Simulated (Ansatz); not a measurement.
Input file for Ansatz (a program for electronic structure): U-SVWN5/def2-TZVPP on TaH, 2S+1 = 3, a spin state set in the input, which need not be the lowest, a point of a bond scan (R = 1.756 Å). Elements past Kr take the def2 small-core potentials; no spin–orbit coupling.

Ansatz 0.2 input:
```yaml
crystal:
  periodic: [false, false, false]
  atoms:
    - {symbol: Ta, position_ang: [0.00000000, 0.00000000, 0.00000000]}
    - {symbol: H, position_ang: [0.00000000, 0.00000000, 1.75579100]}
basis:
  gaussian:
    orbitals: def2-TZVPP
    pivot_positions_ang: [[0.00000000, 0.00000000, 0.00000000], [0.00000000, 0.00000000, 1.75579100]]
hamiltonian:
  xc: {name: SVWN5}
magnetization: {spin_polarized: true, initial_magnetization: 2}
output: {forces: true, orbitals: {seedname: ./end}}
```

Output:

```
WARN ansatz: RAYON_NUM_THREADS=1 ignored (pool sized by the plan → 1); use --threads N
Functional definition: SVWN5
integrals: 0.01 GiB planned
396 factors; their error is unknown
mean field: 0.16 GiB planned
mean field evaluation 1: about -1556.9419 eV, gradient 1.6e1 eV
mean field evaluation 2: about -1554.7977 eV, gradient 2.5e1 eV
mean field evaluation 4: about -1558.3193 eV, gradient 7.1e0 eV
mean field evaluation 8: about -1558.5073 eV, gradient 3.1e0 eV
mean field evaluation 16: about -1558.7207 eV, gradient 3.9e-2 eV
mean field evaluation 32: about -1558.7231 eV, gradient 2.4e-6 eV
mean field evaluation 64: about -1558.7165 eV, gradient 1.2e-1 eV
mean field evaluation 96: about -1558.3277 eV, gradient 8.2e-4 eV
mean field evaluation 128: about -1558.7193 eV, gradient 3.4e-1 eV
mean field evaluation 160: about -1558.6046 eV, gradient 4.0e-1 eV
mean field evaluation 192: about -1558.7123 eV, gradient 8.1e-2 eV
mean field -1558.72311223 eV, -57.2820178341 hartree, gradient 2.5e-6 eV, S^2 2.206598; 12 other end points of the search recorded, 0 dependent functions left out
the calculation of the forces begins
reference -1558.72314403 eV, -57.2820190024 hartree; 8, 6 occupied and 62, 64 virtual orbitals, 396 factors
Total energy: -1558.72314403 eV, -57.2820190024 hartree
Atom 0 at     0.000000     0.000000     0.000000 Å, force    -0.000000    -0.000000     0.189128 eV/Å
Atom 1 at     0.000000     0.000000     1.755791 Å, force     0.000000     0.000000    -0.189128 eV/Å
Dipole moment:    -0.001026    -0.000933    -0.276078 e Å
```

The run converged. Its determinant has ⟨S²⟩ = 2.21, a mixture of spin states.

Cost: very roughly 9 core-seconds.
